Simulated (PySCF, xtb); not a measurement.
Hf(Cl)2(SH)2 (Cl₂H₂HfS₂), SMILES [SH][Hf]([SH])([Cl])[Cl], multiplicity 1. Other conformers were not sampled.

Harmonic wavenumbers (cm⁻¹) from xtb 6.7.1 with GFN2-xTB at its own minimum, in rising order: 34, 64, 108, 112, 149, 228, 234, 288, 290, 311, 315, 538, 561, 2431, 2465.

Task: What does PySCF 2.14.0 with PBE0-D3(BJ)/def2-SVP give at its own minimum? (The exact figures need the calculation; the answer reports its results.)

Result: 66, 85, 88, 93, 96, 147, 212, 354, 364, 378, 390, 494, 517, 2676, 2680. Paired by order, the mean absolute difference is 72 cm⁻¹ and the zero-point energies are 11.6 and 12.3 kcal/mol.
